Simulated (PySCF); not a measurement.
## Stationary points of WNF₂

These are results of PBE0/[W def2-TZVP with ECP60, N def2-TZVP, F def2-TZVP], scalar-relativistic core potentials, density fitting, no spin–orbit coupling, PySCF, not measurements.

Relaxations began from a few typed shapes; open shells are unrestricted. The search is not exhaustive: other isomers or separated fragments can lie lower, and high-lying points may rest on an excited occupation.

(1) Order these stationary points by electronic energy, lowest first, in kJ/mol from the lowest minimum.
A. doublet Cs: W–F 1.864 Å (×2), W–N 1.655 Å; F–W–F 135.2°, F–W–N 107.3° (×2)
B. doublet C2v: W–F 1.869 Å (×2), W–N 1.656 Å; F–W–F 143.8°, F–W–N 108.1° (×2)

(2) Which of them are minima?

Answers

(1) A (0.0), B (2.4).

(2) By energy in kJ/mol, 0.0: minimum; 2.4: saddle point, 1 imaginary mode.

Formally W is in oxidation state +5, d1, with 1 unpaired electron. The Mulliken spin on W is 1.16. The polar-tensor charge on W, 1.71, is far below the formal one.

For the lowest minimum: with open d or f shells other occupations or spin states may lie lower. No spin–orbit coupling is included, which matters more the heavier the element.
